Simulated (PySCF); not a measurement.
**Assigning NMR signals**

Cartesian coordinates in Å; atom numbers follow the order of the lines, from 1:
```xyz
15

O     1.5851   -0.2992    1.7496
C     1.0378   -0.4434    0.6980
C    -0.4472   -0.3595    0.4722
O    -0.9089   -0.8848   -0.7635
C    -1.5595    0.3376   -1.1312
C    -0.9758    1.0473    0.0926
F    -1.8784    1.5638    0.9640
C     1.8596   -0.6853   -0.6060
F     1.5221    0.2060   -1.5532
F     3.1648   -0.5429   -0.3837
F     1.6643   -1.9043   -1.1052
H    -0.9737   -0.7803    1.3385
H    -2.6472    0.2406   -1.0998
H    -1.2290    0.7013   -2.1042
H    -0.2184    1.8110   -0.0958
```

In vacuum, averaged over atoms made equivalent by symmetry, fast rotation or ring inversion, non-relativistic, one computed conformer. GFN2-xTB structure; PBE0/pcSseg-1 with gauge-including orbitals; PySCF 2.14.0 with density-fitted response routines.

Shifts are taken against calculated references (same method and geometry level): TMS for 13C (σ = 186.93 ppm), 1H (σ = 31.72 ppm).

Problem. Assign these signals to the numbered atoms. 13C{1H} NMR (computed): δ 199.3, 125.2, 93.1, 92.9, 80.1.

Solution. 
| δ (ppm) | atoms | environment | reason |
| --- | --- | --- | --- |
| 199.3 | C2 | ketone carbonyl carbon | the double bond to the heteroatom, with no lone-pair donor beside it, deshields it most |
| 125.2 | C8 | CF3 carbon | 3 electronegative neighbours deshield it |
| 93.1 | C6 | sp3 CH bonded to F | deshielded by the electronegative neighbour |
| 92.9 | C3 | sp3 CH bonded to O, α to a carbonyl | the inductive effect lowers its shielding |
| 80.1 | C5 | sp3 CH2 bonded to O | the inductive effect lowers its shielding |

C6 and C3 lie closer than the usual error of such a calculation, so a measured spectrum could show them in the other order.

Problem. Assign these signals to the numbered atoms. 1H NMR (600 MHz, computed): δ 5.58 (m, 1H), 5.46 (m, 1H), 5.19 (m, 1H), 5.03 (m, 1H).

Solution. 
```tsv
δ (ppm)	atoms	environment	reason
5.58	H12	hydrogen on an sp3 CH bonded to O, α to a carbonyl	its carbon carries O, hence the downfield position
5.46	H15	hydrogen on an sp3 CH bonded to F	its carbon carries F, an electronegative neighbour
5.19	H13	hydrogen on an sp3 CH2 bonded to O	its carbon carries O, which withdraws density
5.03	H14	hydrogen on an sp3 CH2 bonded to O	–
```

Splittings by 19F in the carbon and heteronuclear signals aren't shown, as no couplings were computed. Shifts are as computed. Against solution values, carbons near 30 ppm lie about +3 ppm off and those near 130 ppm about +5 ppm. Of 1309 compounds with measured shifts, 239 miss one by over three times the rms of a fit or turn the order of signals round; such compounds aren't used in these exercises. No couplings were computed; multiplicities are counted from neighbouring protons, with m where these are inequivalent, close in shift, in a saturated or five-membered ring or joined by F or P, and br s for small geminal =CH2 splittings.
